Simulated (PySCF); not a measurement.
3-methylidenepent-1-en-4-yne (C6H6), SMILES C#CC(=C)C=C.

Coordinates come from a B3LYP-D3(BJ)/def2-SVP optimisation. The values are those of a single conformer.

The numbers are results of PBE/def2-TZVP (PySCF), not measurements.

Symmetry labels are those of the subgroup Cs that the program uses (full group Cs).

### Question
List the valence orbital energies around the gap with their symmetry. (An estimate is asked for; the answer gives what the named calculation found.)

### Answer

```
orbital  symmetry  energy (eV)
-------  --------  -----------
HOMO−7         A'       -11.64
HOMO−6         A'       -10.18
HOMO−5         A'        -9.54
HOMO−4         A"        -8.97
HOMO−3         A'        -8.72
HOMO−2         A'        -6.88
HOMO−1         A"        -6.86
HOMO           A"        -5.86
LUMO           A"        -2.29
LUMO+1         A"        -0.68
LUMO+2         A'        -0.11
LUMO+3         A'         1.01
```
